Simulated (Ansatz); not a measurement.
Ga₆S₁₀⁻. Total charge -1; doublet. Geometry PBE-D4/def2-SVP; atoms count from 1.

```xyz
16

Ga    0.4665    3.2151   -1.1682
Ga    0.1462   -0.3152    1.4239
Ga   -1.1802    0.5904   -1.4144
Ga    1.7754   -3.5453    3.0181
Ga   -0.6681    1.8258   -4.3576
Ga   -0.3859   -3.4256    0.1087
S    -1.4374    2.4427    0.1597
S     0.9864    1.1651   -2.0197
S    -2.5428    0.9317   -3.1152
S     2.1845   -0.7843    0.4483
S     0.0184   -1.6723    3.3653
S    -1.4787   -1.1933    0.0577
S     2.0187   -2.8655    0.4772
S    -0.1384    1.9232    1.7939
S     1.0570    5.2035   -1.3659
S    -0.8218   -3.4961    2.5882
```

Single mean-field runs in def2-TZVP are fitted with def2-universal-jkfit. Another isomer (doublet) lies 3.50 eV lower at PBE0-D4/def2-TZVP; other spin states weren't run for this one.

(1) Estimate the Mulliken populations from the PBE0/def2-TZVP orbitals of Ansatz.

(2) Where does the spin sit?

(3) And the Mayer bond orders between heavy atoms (over 0.3)?

Results:

(1) 
| atom | charge (e) | spin (α − β) |
| --- | --- | --- |
| Ga1 | 0.39 | 0.00 |
| Ga2 | 0.46 | 0.01 |
| Ga3 | 0.44 | 0.00 |
| Ga4 | 0.22 | 0.04 |
| Ga5 | 0.22 | 0.01 |
| Ga6 | 0.32 | 0.48 |
| S7 | -0.18 | 0.00 |
| S8 | -0.41 | 0.01 |
| S9 | -0.48 | 0.00 |
| S10 | -0.15 | 0.12 |
| S11 | -0.21 | 0.04 |
| S12 | -0.35 | 0.05 |
| S13 | -0.23 | 0.17 |
| S14 | -0.24 | 0.00 |
| S15 | -0.53 | 0.00 |
| S16 | -0.26 | 0.09 |
Mulliken values depend strongly on the basis.

(2) Summed by element: Ga 0.52, S 0.48, of 1 unpaired in all. Largest on single atoms: Ga6 0.48, S13 0.17, S10 0.12.

(3) Ga1–S7 0.54 (2.45 Å); Ga1–S8 0.88 (2.28 Å); Ga1–S15 1.92 (2.08 Å); Ga2–S10 0.86 (2.31 Å); Ga2–S11 0.70 (2.37 Å); Ga2–S12 0.82 (2.30 Å); Ga2–S14 0.90 (2.29 Å); Ga3–S7 0.60 (2.44 Å); Ga3–S8 0.84 (2.32 Å); Ga3–S9 1.18 (2.21 Å); Ga3–S12 0.72 (2.33 Å); Ga4–S11 0.45 (2.59 Å); Ga4–S13 0.43 (2.64 Å); Ga4–S16 0.43 (2.63 Å); Ga5–S9 0.87 (2.42 Å); Ga6–S12 0.61 (2.49 Å); Ga6–S13 0.66 (2.50 Å); Ga6–S16 0.61 (2.52 Å); S7–S14 1.06 (2.15 Å); S10–S13 1.14 (2.09 Å); S11–S16 1.07 (2.15 Å).
